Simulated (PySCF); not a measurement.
Orbital picture of BeZn

PBE0 at R = 2.908 Å; Be x2c-SVPall, Zn x2c-SVPall; spin-free X2C with a Gaussian nucleus (PySCF 2.14). State: triplet, unpaired electrons σ ↑, π ↑, a second solution, started from another occupation. Only the outer orbitals are listed, counted within each symmetry.

```json
{"spin": "α", "orbital": "7σ", "occ.": "1", "ε (eV)": "-13.90", "on Be (%)": "0", "main shells (%)": "100 Zn d"}
{"spin": "α", "orbital": "3π", "occ.": "1", "ε (eV)": "-13.89", "on Be (%)": "0", "main shells (%)": "100 Zn d"}
{"spin": "α", "orbital": "1δ", "occ.": "1", "ε (eV)": "-13.89", "on Be (%)": "0", "main shells (%)": "100 Zn d"}
{"spin": "α", "orbital": "1δ", "occ.": "1", "ε (eV)": "-13.88", "on Be (%)": "0", "main shells (%)": "100 Zn d"}
{"spin": "α", "orbital": "3π", "occ.": "1", "ε (eV)": "-13.88", "on Be (%)": "0", "main shells (%)": "100 Zn d"}
{"spin": "α", "orbital": "8σ", "occ.": "1", "ε (eV)": "-8.30", "on Be (%)": "47", "main shells (%)": "52 Zn s, 45 Be s"}
{"spin": "α", "orbital": "9σ", "occ.": "1", "ε (eV)": "-6.38", "on Be (%)": "55", "main shells (%)": "53 Be s, 42 Zn s"}
{"spin": "α", "orbital": "4π", "occ.": "1", "ε (eV)": "-3.76", "on Be (%)": "95", "main shells (%)": "96 Be p"}
{"spin": "α", "orbital": "10σ", "occ.": "0", "ε (eV)": "-2.02", "on Be (%)": "73", "main shells (%)": "74 Be p, 22 Zn p"}
{"spin": "α", "orbital": "4π", "occ.": "0", "ε (eV)": "-1.77", "on Be (%)": "92", "main shells (%)": "92 Be p"}
{"spin": "α", "orbital": "5π", "occ.": "0", "ε (eV)": "1.06", "on Be (%)": "7", "main shells (%)": "92 Zn p"}
{"spin": "β", "orbital": "7σ", "occ.": "1", "ε (eV)": "-13.88", "on Be (%)": "0", "main shells (%)": "100 Zn d"}
{"spin": "β", "orbital": "3π", "occ.": "1", "ε (eV)": "-13.87", "on Be (%)": "0", "main shells (%)": "100 Zn d"}
{"spin": "β", "orbital": "1δ", "occ.": "1", "ε (eV)": "-13.87", "on Be (%)": "0", "main shells (%)": "100 Zn d"}
{"spin": "β", "orbital": "1δ", "occ.": "1", "ε (eV)": "-13.86", "on Be (%)": "0", "main shells (%)": "100 Zn d"}
{"spin": "β", "orbital": "3π", "occ.": "1", "ε (eV)": "-13.85", "on Be (%)": "0", "main shells (%)": "100 Zn d"}
{"spin": "β", "orbital": "8σ", "occ.": "1", "ε (eV)": "-7.51", "on Be (%)": "14", "main shells (%)": "84 Zn s, 10 Be s"}
{"spin": "β", "orbital": "9σ", "occ.": "0", "ε (eV)": "-3.01", "on Be (%)": "75", "main shells (%)": "75 Be s, 13 Zn s, 12 Zn p"}
{"spin": "β", "orbital": "10σ", "occ.": "0", "ε (eV)": "-0.46", "on Be (%)": "69", "main shells (%)": "60 Be p, 22 Zn p, 9 Be s"}
{"spin": "β", "orbital": "4π", "occ.": "0", "ε (eV)": "-0.45", "on Be (%)": "75", "main shells (%)": "74 Be p, 24 Zn p"}
```

**Question.** Which are the highest filled and the lowest empty level, where do they sit, and how wide is the gap?

**Answer.** Highest filled α 4π at -3.76 eV (in %: 96 Be p); lowest empty β 9σ at -3.01 eV (in %: 75 Be s, 13 Zn s, 12 Zn p); the gap at PBE0 is 0.75 eV.

| Item | Value |
| --- | --- |
| bond order (Mayer) | 0.43 |
| ⟨S²⟩ | 2.006 |
| charge on Be (Mulliken, basis-dependent) | -0.12 |
| charge on Be (Löwdin, basis-dependent) | -0.21 |
| dipole moment (positive dipole means Be(−)Zn(+)) | 1.69 D |
